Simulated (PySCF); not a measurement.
Isomers of C6H10F2Si, mass 148.052 u with the commonest isotopes. The calculation used PBE0/pcSseg-1 in PySCF (dipole) on a GFN2-xTB geometry, gas phase. One conformer each, none proved a minimum here; rigid rotors.

Question: Order these by out-of-plane moment Σ m c² = (Ia + Ib − Ic)/2, largest first.
A. `[F:1]/[CH:2]=[C:3](/[F:4])[C@@H:5]([SiH3:6])[CH:7]1[CH2:8][CH2:9]1` with C2–C3–C5–Si6 111°, C3–C5–C7–C8 156°
B. `[CH:1]#[C:2][CH2:3][C@@:4]([F:5])([CH2:6][F:7])[SiH2:8][CH3:9]` with C2–C3–C4–F5 177°, C3–C4–C6–F7 156°, C3–C4–Si8–C9 155°
C. `[CH3:1]/[C:2]([CH2:3][CH:4]([F:5])[F:6])=[C:7]1\[CH2:8][SiH2:9]1` with C1–C2–C3–C4 85°, C2–C3–C4–F5 67°

Answer: B (127.98 u·Å²), A (114.51 u·Å²), C (42.84 u·Å²).

Question: Order these by rotational constant C, smallest first.
A. `[CH3:1]/[C:2]([CH2:3][CH:4]([F:5])[F:6])=[C:7]1\[CH2:8][SiH2:9]1` with C1–C2–C3–C4 85°, C2–C3–C4–F5 67°
B. `[F:1]/[CH:2]=[C:3](/[F:4])[C@@H:5]([SiH3:6])[CH:7]1[CH2:8][CH2:9]1` with C2–C3–C5–Si6 111°, C3–C5–C7–C8 156°
C. `[CH:1]#[C:2][CH2:3][C@@:4]([F:5])([CH2:6][F:7])[SiH2:8][CH3:9]` with C2–C3–C4–F5 177°, C3–C4–C6–F7 156°, C3–C4–Si8–C9 155°

Answer: A (646.3 MHz), B (827.1 MHz), C (918.0 MHz).

Question: Order these by rotational constant A, largest first.
A. `[CH3:1]/[C:2]([CH2:3][CH:4]([F:5])[F:6])=[C:7]1\[CH2:8][SiH2:9]1` with C1–C2–C3–C4 85°, C2–C3–C4–F5 67°
B. `[CH:1]#[C:2][CH2:3][C@@:4]([F:5])([CH2:6][F:7])[SiH2:8][CH3:9]` with C2–C3–C4–F5 177°, C3–C4–C6–F7 156°, C3–C4–Si8–C9 155°
C. `[F:1]/[CH:2]=[C:3](/[F:4])[C@@H:5]([SiH3:6])[CH:7]1[CH2:8][CH2:9]1` with C2–C3–C5–Si6 111°, C3–C5–C7–C8 156°

Answer: A (2054 MHz), B (1728 MHz), C (1456 MHz).

```tsv
SMILES	point group	Ia (u·Å²)	Ib (u·Å²)	Ic (u·Å²)	κ	μa (D)	μb (D)	μc (D)
C/C(CC(F)F)=C1\C[SiH2]1	C1	245.99	621.67	781.97	-0.76	1.12	1.82	0.14
C#CC[C@@](F)(CF)[SiH2]C	C1	292.48	514.03	550.55	-0.84	1.39	0.21	0.12
F/C=C(/F)[C@@H]([SiH3])C1CC1	C1	347.21	492.81	610.99	-0.37	0.80	0.11	0.09
```
